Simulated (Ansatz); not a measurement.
Consider the formal loss of a carbene: `C[SiH2][SiH](O)O` → `[CH2]` (triplet) + `O[SiH](O)[SiH3]`.

Gas-phase electronic energies from Ansatz, PBE0-D4/def2-TZVP geometries. CCSD(T)/CBS adds triple-zeta CCSD(T) − MP2 to the extrapolated MP2 energy (def2 sets, frozen cores). This one scheme is used for every species. DFT in def2-TZVPP. B3LYP here is the variant with VWN-RPA as its local correlation; programs differ in this. Triplets are unrestricted, without spin–orbit coupling. One conformer a species, not always the lowest.

`C[SiH2][SiH](O)O`:

Cartesian coordinates in Å:
```
C 1.689 0.253 1.371
Si -0.057 -0.391 1.128
Si -0.737 -0.156 -1.096
O -0.379 1.404 -1.492
O -2.348 -0.496 -1.194
H 1.747 1.303 1.078
H 1.996 0.167 2.415
H 2.400 -0.308 0.760
H -1.011 0.349 2.002
H -0.134 -1.834 1.498
H -0.038 -1.062 -2.062
H -0.458 1.674 -2.408
H -2.671 -0.902 -1.999
```

`[CH2]` (triplet):

Z-matrix (Å, degrees):
```
C
H 1 1.079
H 1 1.079 2 134.9
```

`O[SiH](O)[SiH3]`:

Cartesian coordinates in Å:
```
O 0.323 1.938 -0.323
Si 0.641 0.322 -0.369
O 0.309 -0.354 -1.834
Si -0.681 -0.883 1.146
H -0.591 2.212 -0.413
H 2.097 0.259 -0.078
H 0.838 -0.076 -2.584
H -2.124 -0.642 0.864
H -0.400 -0.432 2.537
H -0.413 -2.343 1.055
```

| level | ΔE (kJ/mol) | difference from CCSD(T)/CBS |
| --- | --- | --- |
| PBE-D4 | 475.8 | 5.2 |
| r2SCAN-D4 | 448.5 | -22.1 |
| PBE0-D4 | 468.0 | -2.6 |
| B3LYP-D4 | 462.4 | -8.2 |
| ωB97X-V | 479.3 | 8.7 |
| ωB97M-V | 473.4 | 2.8 |
| B2PLYP | 459.6 | -11.0 |
| PBE | 469.1 | -1.5 |
| r2SCAN | 446.6 | -24.0 |
| PBE0 | 462.1 | -8.5 |
| B3LYP | 451.7 | -18.9 |
| HF/def2-TZVPP | 319.2 | -151.4 |
| MP2/def2-TZVPP | 472.6 | 2.0 |
| SCS-MP2/def2-TZVPP | 470.6 | 0.0 |
| CCSD/def2-TZVPP | 446.1 | -24.5 |
| CCSD(T)/def2-TZVPP | 457.3 | -13.3 |
| HF/def2-QZVPP | 319.5 | -151.1 |
| MP2/def2-QZVPP | 480.3 | 9.7 |
| SCS-MP2/def2-QZVPP | 479.7 | 9.1 |
| HF/CBS(def2) | 319.6 | -151.0 |
| MP2/CBS(def2) | 485.9 | 15.3 |
| CCSD/CBS(def2) | 459.4 | -11.2 |
| CCSD(T)/CBS | 470.6 | 0 |

Largest T1 diagnostic among the species: 0.013.

From PBE to PBE0 (25 % exact exchange), in def2-TZVPP and without D4, ΔE moves by −6.9 kJ/mol. In def2-TZVPP, CCSD(T) changes the Hartree–Fock value by +138.0 kJ/mol (the triples alone add +11.2 kJ/mol) and MP2 by +153.3 kJ/mol. The D4 term adds +10.7 kJ/mol with B3LYP and +5.9 kJ/mol with PBE0; it sums over pairs of atoms, weighted by their polarisabilities, and B3LYP, whose exchange is more repulsive, gets the larger term.
